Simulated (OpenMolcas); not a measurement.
## CH4ClGa (SMILES [CH3][GaH][Cl]): the HOMO–LUMO gap, rung by rung

CH4ClGa: 7 atoms, total charge 0, spin state singlet. As SMILES, `[CH3][GaH][Cl]`. The coordinates come from a PBE0-D4/def2-TZVP relaxation.

```xyz
7

C    -0.7305    0.5883   -0.2007
Ga    0.8463   -0.5381    0.0357
Cl    0.8650   -1.7948    1.7928
H    -0.4359    1.6372   -0.2838
H    -1.4183    0.4736    0.6363
H    -1.2459    0.3187   -1.1260
H     2.1193   -0.6848   -0.8543
```

Quantity: the HOMO–LUMO gap, in eV. The values are calculated.

| level | kind | program | value (eV) | CPU time |
| --- | --- | --- | --- | --- |
| HF/def2-SVP | Hartree–Fock | OpenMolcas | 12.70 | 12 s |
| SVWN5/def2-SVP | LDA | OpenMolcas | 4.50 | 30 s |
| BLYP/def2-SVP | GGA | OpenMolcas | 4.55 | 44 s |
| revPBE/def2-SVP | GGA | OpenMolcas | 4.73 | 47 s |
| M06-L/def2-SVP | meta-GGA | OpenMolcas | 5.31 | 53 s |
| B3LYP/def2-SVP | global hybrid | OpenMolcas | 6.23 | 43 s |
| BHLYP/def2-SVP | global hybrid | OpenMolcas | 8.69 | 39 s |
| M06-2X/def2-SVP | hybrid meta-GGA | OpenMolcas | 8.57 | 51 s |

All-electron rows without a relativistic Hamiltonian named are non-relativistic. The values span 4.50 to 12.70 eV. Orbital gaps aren't excitation energies; they tend to grow with the share of exact exchange. Times are those of the runs behind each value, whatever else they computed, on shared processors of several kinds: orders of magnitude only.
